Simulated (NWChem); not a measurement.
Molecule: GeP$_{2}$H$_{6}$; SMILES [PH2][GeH2][PH2]

```xyz
9

Ge    -0.6261     0.0000    -0.0001
P      0.5749    -1.9980    -0.0007
P      0.5748     1.9981     0.0000
H     -1.5278    -0.0009     1.2510
H     -1.5293     0.0006    -1.2502
H      1.4700    -1.5752    -1.0313
H      1.4537    -1.5837     1.0473
H      1.4630     1.5790     1.0381
H      1.4609     1.5801    -1.0403
```
Atoms are numbered in this order, from 1.

Program: NWChem. Pople sets run with spherical d functions. The geometry was optimised at PBE0/def2-SVP. Level M06-L/6-31G*: energy and gradient on several grids; changes count from the extra-fine grid, which is no exact limit either.

Which is the coarsest grid (xcoarse; medium; fine; coarse; xfine) from which on the energy stays within 50 μHa and each gradient component within 100 μHa/bohr of xfine?

fine.
```csv
grid,size of the energy change (μHa),largest change of a gradient component (μHa/bohr)
xcoarse,1000,20000
coarse,10,1000
medium,30,200
fine,< 10,50
xfine,< 10,< 30
```
